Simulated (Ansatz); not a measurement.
The same molecule with X = Si, Ge, Sn. Ansatz, PBE0-D4/def2-TZVP geometries, multiplicity 1. Each molecule was computed in one conformer, which needn't be the lowest.

Elements past krypton have def2 core potentials. Scalar relativity is left out up to krypton.

```csv
X,molecule,mean X–Cl bond length / Å,mean X–N bond length / Å,"ideal-gas entropy at 298 K and 1 bar (rigid rotor, harmonic PBE0-D4/def2-TZVP) / J/(mol·K)",LUMO energy (ωB97M-V/def2-TZVPP) / eV,size of the dipole moment (ωB97M-V/def2-TZVPP) / D
Si,`N[Si]Cl`,2.104,1.701,282,0.47,2.67
Ge,`[NH2][Ge][Cl]`,2.209,1.811,297,0.15,2.88
```

Task: Give the row for X = Sn, `[NH2][Sn][Cl]`. (Best estimate.)

Result: Computed: 
```tsv
X	molecule	mean X–Cl bond length / Å	mean X–N bond length / Å	ideal-gas entropy at 298 K and 1 bar (rigid rotor, harmonic PBE0-D4/def2-TZVP) / J/(mol·K)	LUMO energy (ωB97M-V/def2-TZVPP) / eV	size of the dipole moment (ωB97M-V/def2-TZVPP) / D
Sn	`[NH2][Sn][Cl]`	2.386	2.004	309	-0.35	3.19
```

From Si to Sn the mean X–Cl bond length rises at each step, by 0.282 Å in all; the mean X–N bond length rises at each step, by 0.303 Å in all; the ideal-gas entropy at 298 K and 1 bar (rigid rotor, harmonic PBE0-D4/def2-TZVP) rises at each step, by 27 J/(mol·K) in all; the LUMO energy (ωB97M-V/def2-TZVPP) falls at each step, by 0.82 eV in all. Bonds lengthen as the atom grows down the group. Dipoles are sizes alone, and their direction can turn along the series.
